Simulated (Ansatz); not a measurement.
C2H8BNSi (`B[SiH](C)N=C`). Charge 0, multiplicity 1. The geometry is a stationary point of PBE0-D4/def2-TZVP. It is one conformer, not always the lowest.

```xyz
13

B    -0.975   -1.225    1.478
Si    0.165   -0.070    0.295
C    -0.048    1.753    0.663
N    -0.225   -0.316   -1.393
C     0.557   -0.811   -2.243
H    -1.703   -2.078    1.063
H    -0.915   -1.088    2.667
H     1.594   -0.466    0.563
H     0.184    1.964    1.709
H     0.617    2.349    0.035
H    -1.075    2.070    0.466
H     0.238   -0.941   -3.284
H     1.585   -1.140   -2.019
```

**Question.** What is the dipole moment at ωB97M-V/def2-TZVPP? (An estimate is asked.)

**Answer.** The calculation gave: 0.89 D, with components (0.87, 0.04, -0.15) D in this frame, pointing from negative to positive charge.

**Question.** And with PBE, r2SCAN, B3LYP? (Estimate.)

**Answer.** Computed: PBE 0.83 D, r2SCAN 0.84 D, B3LYP 0.86 D.

**Question.** Give the Mulliken charges with ωB97M-V, r2SCAN, PBE in def2-TZVPP. (Estimate.)

**Answer.** Ansatz gave: 
```json
{"atom": "B1", "ωB97M-V": "-0.19", "r2SCAN": "-0.06", "PBE": "-0.07"}
{"atom": "Si2", "ωB97M-V": "0.35", "r2SCAN": "0.44", "PBE": "0.32"}
{"atom": "C3", "ωB97M-V": "-0.45", "r2SCAN": "-0.30", "PBE": "-0.37"}
{"atom": "N4", "ωB97M-V": "-0.30", "r2SCAN": "-0.34", "PBE": "-0.22"}
{"atom": "C5", "ωB97M-V": "-0.09", "r2SCAN": "0.01", "PBE": "-0.10"}
{"atom": "H6", "ωB97M-V": "0.10", "r2SCAN": "0.03", "PBE": "0.05"}
{"atom": "H7", "ωB97M-V": "0.08", "r2SCAN": "0.01", "PBE": "0.03"}
{"atom": "H8", "ωB97M-V": "-0.07", "r2SCAN": "-0.13", "PBE": "-0.11"}
{"atom": "H9", "ωB97M-V": "0.12", "r2SCAN": "0.07", "PBE": "0.11"}
{"atom": "H10", "ωB97M-V": "0.12", "r2SCAN": "0.07", "PBE": "0.10"}
{"atom": "H11", "ωB97M-V": "0.12", "r2SCAN": "0.08", "PBE": "0.11"}
{"atom": "H12", "ωB97M-V": "0.11", "r2SCAN": "0.07", "PBE": "0.09"}
{"atom": "H13", "ωB97M-V": "0.09", "r2SCAN": "0.05", "PBE": "0.06"}
```

B3LYP here is the variant with VWN-RPA as its local correlation; programs differ in this.
